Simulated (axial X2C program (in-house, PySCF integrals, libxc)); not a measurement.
**WBr⁺: cheaper levels and CCSD(T), two-component**

Calculated with an axial X2C code built on PySCF integrals. Two-component (2c) means X2C with spin–orbit coupling and atomic mean-field two-electron Coulomb and Gaunt terms. Basis: W dyall-cv3z [13s14p9d7f4g], Br dyall-cv3z [8s9p6d4f1g] (cores contracted in-house); Gaussian nuclei, density fitting, unrestricted open shells. Masses: W 183.951 u, Br 78.918 u.

State: Ω = 1 (⟨Sz⟩ = 1.97, ⟨Lz⟩ = -0.97 at HF); fragments W+ + Br.

```
    level  Re (Å)  ωe (cm⁻¹)
     PBE0   2.291      319.4
       HF   2.349      298.4
      MP2   2.298      325.0
     CCSD   2.312      315.5
BHandHLYP   2.306      316.3
```

Correlated methods: 12 electrons correlated (number of frozen shells: W 5 s, 4 p, 2 d, 1 f; Br 3 s, 2 p, 1 d), 330 virtual spin orbitals or spinors in MP2, 90 natural virtuals in coupled cluster.

CCSD(T), same Hamiltonian and basis:

Re = 2.314 Å, ωe = 314.6 cm⁻¹; T1 = 0.027 (Lee–Taylor normalisation).

(1) Give the differences from CCSD(T) in the columns below.

One determinant describes the state; a PBE0 search over occupations chose it and may have missed a lower one. De is not given where an atomic determinant may have missed its ground term or J level, or where the truncated virtual space spoils (T). Density functionals use the spin component along the axis (collinear). Coupled cluster ran in a truncated set of natural virtual spinors; the MP2 energy of the rest was added. (T) has no such correction and the atoms are truncated less, which lowers De at CCSD(T) by a hundredth of an eV or more. Without a current term, density functionals place determinants with orbital angular momentum somewhat too high. With several unpaired electrons one determinant need not be a pure state. Open-shell Ω = 0 determinants with evenly filled partner blocks cannot be reached by this program, so the Ω shown need not be the lowest component. Some points did not converge and are left out. The determinant is spin-polarised beyond a pure state at some levels (its spin-free form has ⟨S²⟩ too high), which makes Re and μ there less reliable. The stretched end of a curve changes character and is left out. With the outer-core shells frozen, correlated bond lengths of heavy atoms tend to come out a few hundredths of an ångström too long.

Answers

(1) 

```
    level  ΔRe (Å)  Δωe (cm⁻¹)
     PBE0   -0.023           5
       HF    0.035         -16
      MP2   -0.016          10
     CCSD   -0.002           1
BHandHLYP   -0.008           2
```
